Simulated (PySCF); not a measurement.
**Electron correlation in Tl (thallium, neutral)**

[Xe] 4f14 5d10 6s2 6p1, 2P determinant. Calculation: PySCF 2.14, in def2-TZVP with the def2 core potential (60 electrons) (6s5p3d2f, 50 functions); scalar relativity through the core potential. Frozen: 5s2 5p6 5d10; 3 electrons correlated.

MP2 pair energies summed by pair of shells (mhartree):

```json
{"pair": "6s-6s", "energy": "-15.82", "share (%)": "60.3"}
{"pair": "6s-6p", "energy": "-10.43", "share (%)": "39.7"}
```

Total MP2 correlation energy: -26.25 mhartree.

Same-spin part -2.21 and opposite-spin part -24.04 mhartree; SCS-MP2 scales them by 1/3 and 6/5 to -29.58 mhartree.

```json
{"level": "CCSD", "correlation energy (mhartree)": "-35.24"}
{"level": "(T)", "correlation energy (mhartree)": "-0.48"}
{"level": "CCSD(T)", "correlation energy (mhartree)": "-35.72"}
```

Diagnostics: T1 = 0.0090, D1 = 0.0207, largest double amplitude 0.055.

Spin-orbit coupling, absent here, splits the open shell strongly.

Cost of the coupled-cluster step: 1.4 s of wall time on 1 thread of Neoverse-N1 (shared host), for 3 correlated electrons.
